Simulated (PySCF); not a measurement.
C4H9Al, SMILES C=C[CH2][AlH][CH3].

Geometry optimised at B3LYP-D3(BJ)/def2-SVP. The structure was generated by enumeration; whether it is a known compound was not checked. Other conformers were not sampled.

Two levels are set side by side: TDA-PBE/def2-SVPD (PySCF) and TDA-ωB97X/def2-SVPD (PySCF). Vertical, same geometry. The lowest singlet is HOMO−1→LUMO 45 %, HOMO→LUMO 38 %, HOMO→LUMO+1 7 % with PBE and HOMO→LUMO 76 %, HOMO→LUMO+1 12 % with the other functional; states are paired by order. Differences are taken from unrounded values.

| quantity | TDA-ωB97X |
|---|---|
| lowest singlet excitation (eV) | 5.83 |
| lowest triplet excitation (TDA) (eV) | 3.91 |
| first bright state (f over 0.05) (eV) | 5.83 |
| its oscillator strength | 0.23 |

Q: What does TDA-PBE give, and how far is it from TDA-ωB97X? (The exact figures need the calculation; the answer reports its results.)

A: 
| quantity | TDA-PBE | TDA-PBE minus TDA-ωB97X |
|---|---|---|
| lowest singlet excitation (eV) | 5.13 | -0.70 |
| lowest triplet excitation (TDA) (eV) | 3.73 | -0.18 |
| first bright state (f over 0.05) (eV) | 5.13 | -0.70 |
| its oscillator strength | 0.06 | -0.17 |

Functionals without exact exchange tend to place singlet excitations lower, as here. Differences between two approximate levels are no errors against the true value.

Rough cost on one machine, each run with all the roots and properties that it gave: TDA-ωB97X against TDA-PBE about 5 times.
